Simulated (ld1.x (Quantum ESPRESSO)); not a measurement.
## Which change was made? (Li, TM)

```json
{
  "Element": "Li",
  "Generator": "ld1.x (Quantum ESPRESSO) 7.5",
  "Type": "norm-conserving Troullier–Martins (Kleinman–Bylander form)",
  "Functional": "PBEsol",
  "Relativity": "scalar-relativistic",
  "Frozen core": "[He]",
  "Valence charge": "1",
  "Reference configuration": "2s1 2p0",
  "Partial waves": "2s (bound): rc 2.15 bohr; 2p (bound, empty): rc 4.20 bohr; 3d channel at 0.2 Ry: rc 3.35 bohr",
  "Local potential": "the d channel",
  "Core correction": "a·sin(br)/r model core inside 1.35 bohr"
}
```

Cutoffs, loose and tight: the cutoffs (Ry, on a coarse ladder) from which the occupation-weighted sum of valence levels, in a spherical-Bessel basis at the reference potential, stays within 10 and 1 mRy of its value at 400 Ry. They do not see the model core or the augmentation charge, which bear on the density cutoff. Test errors are all-electron minus pseudo excitation energies from the reference, over the configurations 2s0.5 2p0; 2s0 2p1; variants that change the core or the reference have their own tests.

The base gives: outcome: generated; cutoff, loose: 6 Ry; cutoff, tight: 6 Ry; bound ghosts: none; largest test error (meV): -7.0.

(1) After one change the result is: outcome: generated; cutoff, loose: 6 Ry; cutoff, tight: 6 Ry; bound ghosts: none; largest test error (meV): -19. Which change was it?
A. all radii but the core radius scaled by about 0.77 (s 1.64, p 3.22, d 2.58 bohr)
B. all radii but the core radius scaled by about 1.18 (s 2.54, p 4.96, d 3.96 bohr)
C. all radii but the core radius scaled by about 1.33 (s 2.86, p 5.60, d 4.46 bohr)

## Answers

(1) C. The others give: all radii but the core radius scaled by about 0.77 (s 1.64, p 3.22, d 2.58 bohr) → outcome: generated; cutoff, loose: 12 Ry; cutoff, tight: 25 Ry; bound ghosts: none; largest test error (meV): +1.1 | all radii but the core radius scaled by about 1.18 (s 2.54, p 4.96, d 3.96 bohr) → outcome: generated; cutoff, loose: 6 Ry; cutoff, tight: 6 Ry; bound ghosts: none; largest test error (meV): -13.
